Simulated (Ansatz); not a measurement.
Basis-set extrapolation for CH$_{4}$OSSi (`C1O[SiH2]S1`) (PBE0-D4/def2-TZVP geometry, frozen core, Ansatz 0.2.0). Multiplicity 1, RHF reference.

|  | def2-TZVPP | def2-QZVPP |
| --- | --- | --- |
| HF | -801.631748 | -801.657551 |
| MP2 correlation | -0.691543 | -0.746428 |
| CCSD(T) correlation | -0.759292 | not run |

Energies in hartree. Use E(X) = E(∞) + A·exp(−7.88·√X) for Hartree–Fock and E(X) = E(∞) + B·X^(−2.97) for correlation, with X = 3 and 4, and add CCSD(T) minus MP2 of the smaller set to the MP2 limit.

Question: What is the CCSD(T) energy at the basis-set limit?

Answer: HF limit: -801.657551 + (-0.025803) × 0.13774 = -801.66111. MP2 limit: -0.746428 + (-0.054885) × 0.74074 = -0.78708. Higher-order term: -0.759292 − (-0.691543) = -0.06775. Total: -802.51594 hartree, 327.9 kJ/mol below CCSD(T)/def2-TZVPP.
